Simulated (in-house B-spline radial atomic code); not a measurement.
A run on Nd that did not converge. Method: Dirac-Kohn-Sham wB97X, spherical fractional occupations, Fermi nucleus of rms radius 4.9123 fm; computed with a B-spline radial code for spherical atoms.

Command:
```bash
python run_scf.py task.json out
```
Settings (nuclear radius in fm, mass in u):
```
Z                60
configuration    [Xe] 4f4 6s2
hamiltonian      dirac
method           wb97x
spin_polarised   False
nucleus          fermi
rms_radius       4.9123
atomic_mass      141.90773
speed_of_light   137.035999084
```

First and last ten iterations of the last attempt (damped for 15 steps, keeping 80 % of the old Fock matrix, then DIIS):
```
 iter        energy (Eh)    residual
    1       -9616.624228    5.82e-01
    2       -9617.327370    5.95e-01
    3       -9623.469955    3.86e-01
    4       -9626.571922    2.36e-01
    5       -9628.071534    1.49e-01
    6       -9628.764605    9.16e-02
    7       -9629.071227    5.87e-02
    8       -9629.202292    3.73e-02
    9       -9629.257851    2.73e-02
   10       -9629.282359    2.21e-02
  111       -9629.312615    2.14e-04
  112       -9629.312609    3.07e-04
  113       -9629.312518    3.28e-04
  114       -9629.312549    3.15e-04
  115       -9629.312542    3.46e-04
  116       -9629.312509    3.97e-04
  117       -9629.312607    2.41e-04
  118       -9629.312624    1.58e-04
  119       -9629.312622    1.35e-04
  120       -9629.312624    1.10e-04
 not converged after 120 iterations
```

The smallest residual met was 1.1e-04; the threshold is about 6e-07. No energy from this run should be used. Time taken, with all properties: 2.7 min on 1 thread of Arm Neoverse N1, with other jobs on the host.
